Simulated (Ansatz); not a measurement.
```yaml
crystal:
  periodic: [false, false, false]
  atoms:
    - {symbol: C, position_ang: [-0.069089, 2.520930, -0.262548]}
    - {symbol: S, position_ang: [-1.393264, 1.321365, 0.093568]}
    - {symbol: Zr, position_ang: [-0.276764, -0.653545, 0.960538]}
    - {symbol: S, position_ang: [1.542069, -0.983112, -0.616270]}
    - {symbol: C, position_ang: [0.798137, -0.842043, -2.273171]}
    - {symbol: S, position_ang: [0.827988, -0.374928, 3.086974]}
    - {symbol: C, position_ang: [1.551797, 1.283201, 2.870391]}
    - {symbol: S, position_ang: [-1.987663, -2.354471, 0.962893]}
    - {symbol: C, position_ang: [-2.162239, -2.614968, -0.832053]}
    - {symbol: H, position_ang: [-0.430807, 3.185929, -1.046539]}
    - {symbol: H, position_ang: [0.149068, 3.112911, 0.625470]}
    - {symbol: H, position_ang: [0.837117, 2.022004, -0.606959]}
    - {symbol: H, position_ang: [1.585255, -0.533280, -2.960828]}
    - {symbol: H, position_ang: [-0.000758, -0.100208, -2.288707]}
    - {symbol: H, position_ang: [0.412048, -1.808535, -2.594995]}
    - {symbol: H, position_ang: [2.536934, 1.276995, 3.335500]}
    - {symbol: H, position_ang: [1.675482, 1.544529, 1.818305]}
    - {symbol: H, position_ang: [0.920963, 2.023735, 3.359380]}
    - {symbol: H, position_ang: [-1.765957, -1.780034, -1.412772]}
    - {symbol: H, position_ang: [-1.649474, -3.531868, -1.118003]}
    - {symbol: H, position_ang: [-3.225241, -2.704205, -1.053074]}
basis:
  gaussian: {orbitals: LANL2DZ, fitting: {mean_field: cc-pVTZ-jkfit}}
hamiltonian: {xc: {name: HF}}
correlation: {method: ccsd}
```

```sh
$ ansatz run in.yaml --threads 4 --pin off --events-out ev --progress --plain --max-ram 66560MiB --backend cpu
```

Problem. How does Ansatz answer? (An estimate is asked.)

Solution. The calculation gave: The program refused the input.
```
Error: <dir> can't be read: No such file or directory (os error 2)
```
